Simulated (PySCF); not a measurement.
WF5, SMILES [F][W+]([F])([F])([F])[F], charge +1, multiplicity 1. Geometry: PBE-D3(BJ)/def2-SVP. The spin state was assumed, not searched. The isomer is the one that the SMILES or the coordinates give; other isomers of the formula were not compared. The def2 effective core potentials stand for the cores of W; spin–orbit coupling is left out.

Computed equilibrium geometry at PBE-D3(BJ)/def2-SVP (PySCF confirms it by a frequency run) as bond lengths and angles, and its point group:
point group D3h.
Atoms: W1 F2 F3 F4 F5 F6. Bonded distances (Å): W1–F2 1.834, W1–F3 1.834, W1–F4 1.807, W1–F5 1.807, W1–F6 1.807. Bond angles (°): F2–W1–F3 180.0, F2–W1–F4 90.0, F2–W1–F5 90.0, F2–W1–F6 90.0, F3–W1–F4 90.0, F3–W1–F5 90.0, F3–W1–F6 90.0, F4–W1–F5 120.0, F4–W1–F6 120.0, F5–W1–F6 120.0.
Charge +1, spin multiplicity 1.
